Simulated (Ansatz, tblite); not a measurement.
Removing and adding an electron: `C=CCCCCCCCCC[SeH]`. The state is a singlet with charge 0. Geometry: PBE-D4/def2-SVP. Ansatz, gas phase; energy differences of separate SCF runs; the oxidised species was run as a doublet alone; the reduced species was run as a doublet alone.

```xyz
34

C     2.972   -5.392    1.247
C     2.088   -4.517    1.758
C     1.291   -3.522    0.964
C     1.631   -2.060    1.305
C     0.781   -1.040    0.544
C     1.154    0.413    0.857
C     0.346    1.469    0.091
C    -1.135    1.548    0.484
C    -1.904    2.709   -0.162
C    -2.066    2.596   -1.684
C    -2.844    3.768   -2.276
Se   -3.184    3.637   -4.220
H     3.156   -5.451    0.161
H     3.542   -6.083    1.888
H     1.935   -4.493    2.853
H     1.446   -3.698   -0.123
H     0.205   -3.684    1.154
H     2.709   -1.883    1.095
H     1.509   -1.897    2.399
H     0.884   -1.216   -0.551
H    -0.293   -1.219    0.775
H     1.045    0.591    1.951
H     2.235    0.556    0.637
H     0.808    2.467    0.258
H     0.440    1.273   -1.001
H    -1.648    0.592    0.238
H    -1.201    1.648    1.591
H    -2.913    2.780    0.301
H    -1.392    3.668    0.084
H    -1.069    2.541   -2.172
H    -2.581    1.644   -1.939
H    -3.861    3.836   -1.837
H    -2.341    4.736   -2.077
H    -1.745    3.681   -4.592
```

The xTB rows come from tblite. HOMO above LUMO, or a gap near zero within one spin, warns that the state may not be the lowest or that an electron is smeared out.

```json
{"level": "GFN1-xTB", "−HOMO (eV)": "10.30", "vertical IE (eV)": "13.24", "−LUMO (eV)": "6.66", "vertical EA (eV)": "3.91", "HOMO–LUMO gap (eV)": "3.65", "IE − EA (eV)": "9.33", "remarks": "–"}
{"level": "GFN2-xTB", "−HOMO (eV)": "10.07", "vertical IE (eV)": "12.31", "−LUMO (eV)": "6.15", "vertical EA (eV)": "4.09", "HOMO–LUMO gap (eV)": "3.93", "IE − EA (eV)": "8.21", "remarks": "–"}
{"level": "PBE-D4/def2-SVP", "−HOMO (eV)": "5.09", "vertical IE (eV)": "7.65", "−LUMO (eV)": "0.56", "vertical EA (eV)": "-1.21", "HOMO–LUMO gap (eV)": "4.53", "IE − EA (eV)": "8.86", "remarks": "HOMO above zero (-1 doublet), gap within one spin near zero (+1 doublet), gap within one spin near zero (-1 doublet)"}
{"level": "PBE0-D4/def2-SVP", "−HOMO (eV)": "6.32", "vertical IE (eV)": "8.20", "−LUMO (eV)": "-0.39", "vertical EA (eV)": "-1.64", "HOMO–LUMO gap (eV)": "6.71", "IE − EA (eV)": "9.84", "remarks": "HOMO above zero (-1 doublet)"}
```

Run but left out: HF/def2-SVP (singlet: restricted singlet, unstable towards broken spin symmetry).   A HOMO above zero means that the electron is unbound at that level or that self-interaction error raises the level; the energy of removing that electron tells which. Raw xTB energy differences between charge states are shifted by several eV; the methods need an empirical correction for them. Sets without diffuse functions give affinities that are too small. A negative affinity means that the extra electron isn't bound; its size then hangs on the basis.
